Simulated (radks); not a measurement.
Spherical quantum dot in the effective-mass picture: electrons in a parabolic well V = omega^2 r^2 / 2 with omega = 2.33, with a point charge +1 (a donor) at the centre, all in effective atomic units (hartree* = m*/eps^2 hartree, bohr* = eps/m* bohr), one dielectric constant everywhere. Method: non-relativistic Kohn-Sham, LDA (Slater exchange, Perdew-Wang correlation), spin-polarised, spherical densities; computed with a radial shooting solver with Libxc functionals. Levels are named by radial order and angular momentum (1s, 1p, 1d, 2s, ...), and open shells are averaged over m. Results are scaled to m* = 0.189 and eps = 12.5, for which hartree* = 32.91 meV and bohr* = 3.5 nm. Each electron was tried in the lowest free levels, single moves between levels near the top were tried too, and the lowest total energy was kept; such a search can miss a lower state. At N = 1 the Hartree and exchange-correlation terms need not cancel, so that row can carry a self-interaction error.

N,open shells,2S,E (meV),mu = E(N) - E(N-1) (meV),addition energy mu(N+1) - mu(N) (meV),e(HOMO) (meV),rms radius (nm)
1,"1s(up 1, down 0)",1,54.8855,54.885,43.22,71.460,2.461
2,none,0,152.993,98.107,117.5,114.13,2.591
3,"1p(up 1, down 0)",1,368.616,215.62,25.26,228.09,3.021
4,"1p(up 2, down 0)",2,609.502,240.89,25.70,253.73,3.249
5,"1p(up 3, down 0)",3,876.087,266.58,32.76,279.42,3.405
6,"1p(up 3, down 1)",2,1175.43,299.34,23.61,311.04,3.535
7,"1p(up 3, down 2)",1,1498.38,322.95,23.91,334.91,3.643
8,none,0,1845.25,346.87,78.28,358.81,3.737
9,"2s(up 1, down 0)",1,2270.39,425.15,24.26,435.99,3.886
10,none,0,2719.80,449.40,25.83,460.14,4.012
11,"1d(up 1, down 0)",1,3195.03,475.23,20.20,485.34,4.123
12,"1d(up 2, down 0)",2,3690.46,495.43,20.11,505.50,4.222
13,"1d(up 3, down 0)",3,4206.00,515.54,20.00,525.56,4.310
14,"1d(up 4, down 0)",4,4741.54,535.54,19.86,545.49,4.390
15,"1d(up 5, down 0)",5,5296.94,555.40,24.78,565.27,4.465
16,"1d(up 5, down 1)",4,5877.11,580.17,19.02,589.69,4.536
17,"1d(up 5, down 2)",3,6476.31,599.19,18.96,608.68,4.603
18,"1d(up 5, down 3)",2,7094.46,618.15,18.87,627.60,4.666
19,"1d(up 5, down 4)",1,7731.48,637.02,18.76,646.42,4.726
20,none,0,8387.26,655.78,70.68,665.12,4.784
21,"1f(up 1, down 0)",1,9113.71,726.46,17.13,735.03,4.859
22,"1f(up 2, down 0)",2,9857.31,743.59,17.07,752.14,4.930
23,"1f(up 3, down 0)",3,10618.0,760.66,16.99,769.17,4.996
24,"1f(up 4, down 0)",4,11395.6,777.66,16.91,786.13,5.059
25,"1f(up 5, down 0)",5,12190.2,794.57,16.83,803.00,5.119
26,"1f(up 6, down 0)",6,13001.6,811.40,-,819.79,5.177

All shells are closed at N = 2, 8, 10, 20 (there: 1s2 1p6 1d10 2s2); the second difference of the energy has clear peaks (12 % above both neighbours; the first and last values, which can be the largest, are not judged, and half-filled shells can peak too) at N = 2, 5, 8, 15, 20.
